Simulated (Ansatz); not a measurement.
Consider the formal exchange of groups at a C–Sn bond: `[CH3][SnH2][C]#N` + `OC(F)[SiH3]` → `N#CC(O)(F)[SiH3]` + `[CH3][SnH3]`.

Computed with Ansatz on PBE0-D4/def2-TZVP structures; ΔE is electronic, products minus reactants. CBS: MP2 limit from def2 TZ/QZ plus the TZ coupled-cluster correction, frozen cores. Functionals use def2-TZVPP. def2 core potentials past Kr. For Sn outer-core shells are correlated without core-valence functions, which leaves a few kJ/mol of doubt a bond. Each species was taken in one conformer, which may not be the lowest.

```tsv
level	ΔE (kJ/mol)
PBE-QIDH	61.4
HF/def2-SVP	61.0
```

Task: What does CCSD(T)/CBS give? (Best estimate.)

Result: Ansatz gave: +69.5 kJ/mol. The listed levels differ from it by -8.1, -8.5 kJ/mol.

Task: What do rigid-rotor, harmonic-oscillator terms from PBE0-D4/def2-TZVP frequencies (298.15 K, 1 bar) make of the CCSD(T)/CBS value? (Best estimate.)

Result: Computed: ΔZPE = -9.6 kJ/mol, ΔH = +59.3 kJ/mol, ΔS = -23 J/(mol·K), ΔG = +66.1 kJ/mol.

Largest T1 diagnostic among the species: 0.014.

From PBE to PBE0 (25 % exact exchange), in def2-TZVPP and without D4, ΔE moves by +4.4 kJ/mol. At CCSD(T), def2-SVP lies −22.4 kJ/mol from the extrapolated value and def2-TZVPP −4.3 kJ/mol. The D4 term adds −3.2 kJ/mol with B3LYP and −1.7 kJ/mol with PBE0; it sums over pairs of atoms, weighted by their polarisabilities, and B3LYP, whose exchange is more repulsive, gets the larger term.

B3LYP here is the variant with VWN-RPA as its local correlation; programs differ in this.
